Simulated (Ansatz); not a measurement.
## Match the barriers

Saddle point of GeH5SF, singlet (GeH₃F ([F][GeH3]) + H₂S → GeH₄S ([SH][GeH3]) + HF; bonds formed: Ge1–S7, F2–H6; bonds broken: Ge1–F2, H6–S7), PBE0-D4/def2-TZVP structure:

Ge1  (-0.521, 0.090, -0.734)
F2  (1.231, -0.933, -0.426)
H3  (0.036, 0.122, -2.171)
H4  (-0.958, 1.535, -0.425)
H5  (-1.621, -0.962, -0.589)
H6  (1.040, -0.769, 0.703)
S7  (0.059, -0.121, 1.792)
H8  (0.733, 1.039, 1.849)
(Å)

Ansatz 0.2.0; basis: def2-TZVPP, with def2-QZVPP for the basis limit; cores frozen in the correlated methods. Filled d shells of the heavier atoms are correlated. The def2 sets are not built for correlating such inner shells, so the correlated values are less sure here. Extrapolation: Hartree–Fock as exp(−7.88 √X), correlation as X^−2.97. Four methods, as single points on the PBE0-D4 structures, gave these electronic barriers from the start structure: 70.3, 117.0, 158.1, 215.9 kJ/mol.

Question: The methods were, in alphabetical order, BHLYP-D4, HF, r2SCAN-D4, SPW92. Which gave which? (Judge from chemistry; the calculation decides.)

Answer: The calculation gives: SPW92 70.3; r2SCAN-D4 117.0; BHLYP-D4 158.1; HF 215.9 kJ/mol. For comparison, CCSD(T) at an estimated basis limit (MP2 extrapolated from triple and quadruple zeta, plus CCSD(T) − MP2 in triple zeta) gives 146.4 kJ/mol.

T1 diagnostic: at most 0.013.

Exchanges of this kind with a chalcogen hydride build sulfide and selenide films.

Labels in which every atom is bracketed show which atoms are joined, not bond orders.

For scale, one of the runs: CCSD(T)/def2-TZVPP, 191 basis functions (an equivalent command: `ansatz run in.yaml --threads 4`). Hardware: 4 CPU threads, shared host. Wall time 81 s; peak host memory 2.1 GiB.
